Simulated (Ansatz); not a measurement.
Ti₄S₃⁺. The state is a quartet with charge 1. Geometry PBE-D4/def2-SVP; atoms count from 1.

```xyz
7

Ti   -0.7756   -0.8726    1.2551
Ti    0.8434   -1.4926   -0.5438
Ti   -0.7070    0.9210   -0.6661
Ti    1.3655    0.6936    0.7841
S    -1.5052   -1.3055   -0.9382
S    -0.7025    1.4719    1.6517
S     1.4816    0.5842   -1.5430
```

The charge 1 quartet is spin-contaminated (final ⟨S²⟩ up to 4.40, 3.75 for a pure state). The structure comes from a short search, and lower isomers may exist.

**Question.** Estimate the Mulliken populations from the PBE0/def2-TZVP orbitals of Ansatz.

**Answer.** 
| atom | charge (e) | spin (α − β) | d electrons |
| --- | --- | --- | --- |
| Ti1 | 0.55 | 1.47 | 2.60 |
| Ti2 | 0.50 | 1.25 | 2.57 |
| Ti3 | 0.72 | -0.81 | 2.57 |
| Ti4 | 0.58 | 1.26 | 2.60 |
| S5 | -0.43 | -0.07 | – |
| S6 | -0.47 | -0.02 | – |
| S7 | -0.44 | -0.08 | – |
Mulliken values and Mayer orders depend strongly on the basis.

**Question.** Where does the spin sit?

**Answer.** Summed by element: Ti 3.17, S -0.17, of 3 unpaired in all. Largest on single atoms: Ti1 1.47, Ti4 1.26, Ti2 1.25.

**Question.** And the Mayer bond orders between bonded heavy atoms (over 0.3)?

**Answer.** Ti1–Ti2 1.10 (2.50 Å); Ti1–Ti3 0.59 (2.63 Å); Ti1–Ti4 0.71 (2.69 Å); Ti1–S5 0.79 (2.35 Å); Ti1–S6 0.76 (2.38 Å); Ti2–Ti3 0.32 (2.87 Å); Ti2–Ti4 0.98 (2.61 Å); Ti2–S5 0.83 (2.39 Å); Ti2–S7 0.81 (2.39 Å); Ti3–Ti4 0.70 (2.54 Å); Ti3–S5 0.79 (2.38 Å); Ti3–S6 0.80 (2.38 Å); Ti3–S7 0.77 (2.38 Å); Ti4–S6 0.77 (2.37 Å); Ti4–S7 0.81 (2.33 Å).
